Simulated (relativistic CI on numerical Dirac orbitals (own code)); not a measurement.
## Eu VIII: q coefficients and field-shift factors

These numbers are calculated, not measured: Dirac-Coulomb-Breit CI, KLI orbitals optimised for each configuration, derivatives by finite differences, unscaled Slater integrals, QED left out (own radial code, finite nucleus).

Configuration list (outside the closed core [Kr] 4d10 5s2): 4f5 5p3. The list is cut by size and lacks configurations that can hold low levels.

With x = (α/α₀)² − 1 an excitation energy changes as ω = ω₀ + qx; K = 2q/ω₀ is the relative enhancement. Terms are leading LS components, so labels can repeat. The field-shift factor is F = δν/δ⟨r²⟩ for the transition from the lowest level.

Lowest level 4f5 5p3 9H_1.

| Level | ω₀ (cm⁻¹) | q (cm⁻¹) | K | F (GHz/fm²) |
| --- | --- | --- | --- | --- |
| 4f5 5p3 9H_2 | 774.5 | 1241 | 3.21 | -0.0287 |
| 4f5 5p3 9H_3 | 1828.4 | 2798 | 3.06 | -0.0601 |
| 4f5 5p3 9H_4 | 3072.9 | 4472 | 2.91 | -0.0842 |
| 4f5 5p3 9H_5 | 4418.3 | 6111 | 2.77 | -0.0926 |
| 4f5 5p3 9H_6 | 5764.1 | 7537 | 2.62 | -0.0761 |
| 4f5 5p3 9H_7 | 6993.2 | 8499 | 2.43 | -0.0216 |
| 4f5 5p3 9H_8 | 7994.1 | 8792 | 2.2 | 0.0817 |
| 4f5 5p3 9H_9 | 8690.5 | 8390 | 1.93 | 0.233 |
| 4f5 5p3 9F_2 | 11159.8 | 4701 | 0.843 | 0.00976 |
| 4f5 5p3 9F_3 | 11168.8 | 4311 | 0.772 | 0.0724 |
| 4f5 5p3 9F_1 | 11317.7 | 5309 | 0.938 | -0.0488 |
| 4f5 5p3 9F_4 | 11541.9 | 4461 | 0.773 | 0.128 |
| 4f5 5p3 9F_5 | 12464.1 | 5498 | 0.882 | 0.168 |
| 4f5 5p3 9F_6 | 13944.9 | 7173 | 1.03 | 0.191 |
| 4f5 5p3 9F_7 | 15913.8 | 9312 | 1.17 | 0.196 |
| 4f5 5p3 7H_2 | 16974.0 | -5836 | -0.688 | 0.522 |
| 4f5 5p3 7H_3 | 18871.6 | -4433 | -0.47 | 0.546 |
| 4f5 5p3 7H_4 | 21247.7 | -3150 | -0.297 | 0.577 |
| 4f5 5p3 7H_5 | 23996.3 | -2235 | -0.186 | 0.614 |
| 4f5 5p3 7K_4 | 26400.6 | -9683 | -0.734 | 0.753 |
| 4f5 5p3 7H_6 | 26763.8 | -1882 | -0.141 | 0.646 |
| 4f5 5p3 7K_5 | 27301.5 | -6641 | -0.487 | 0.797 |
| 4f5 5p3 5F_1 | 28095.7 | -7368 | -0.524 | 0.711 |

At this charge configurations can still be misplaced by up to about 7 % of their energy. Terms inside the open d or f shell come out 10 to 20 % too wide with unscaled integrals. Levels and lines within the n = 5 or 6 shells can be off by up to 10 % or somewhat more, and those that change n by about 2 %, since core polarisation is missing.
